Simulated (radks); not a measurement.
Problem. Pd I, 46 electrons, occupied as [Kr] 4d10. Method: Dirac Kohn-Sham, LDA (Slater exchange, Perdew-Wang correlation), spin-unpolarised, spherical densities, finite nucleus; Fermi nuclear charge, rms radius 4.5318 fm; computed with a radial shooting solver on a logarithmic mesh with Libxc functionals. Some entries of the table are withheld. Estimate them.

| orbital | occ. | eigenvalue (eV) | <r^2> (bohr^2) |
|---|---|---|---|
| 1s1/2 | 2 | -24121.02 | (1) |
| 2s1/2 | 2 | -3521.760 | 0.02255 |
| 2p1/2 | 2 | -3268.801 | (2) |
| 2p3/2 | 4 | -3109.647 | (3) |
| 3s1/2 | 2 | -634.4664 | 0.1652 |
| 3p1/2 | 2 | -534.4906 | 0.1607 |
| 3p3/2 | 4 | -506.7439 | 0.1701 |
| 3d3/2 | 4 | -328.9752 | 0.1513 |
| 3d5/2 | 6 | -323.4368 | 0.1541 |
| 4s1/2 | 2 | -85.3839 | 1.016 |
| 4p1/2 | 2 | -54.4349 | 1.200 |
| 4p3/2 | 4 | -49.9388 | 1.279 |
| 4d3/2 | 4 | -4.5796 | 3.152 |
| 4d5/2 | 6 | -4.1406 | 3.320 |
| 5s1/2 | 0 | -3.6132 | 13.15 |
| 5p1/2 | 0 | (4) | (5) |
| 5p3/2 | 0 | (6) | (7) |

Solution. 
(1) 1s1/2 <r^2> (bohr^2): 0.001374
(2) 2p1/2 <r^2> (bohr^2): 0.01687
(3) 2p3/2 <r^2> (bohr^2): 0.01820
(4) 5p1/2 eigenvalue (eV): -0.4190
(5) 5p1/2 <r^2> (bohr^2): 41.28
(6) 5p3/2 eigenvalue (eV): -0.3319
(7) 5p3/2 <r^2> (bohr^2): 47.28
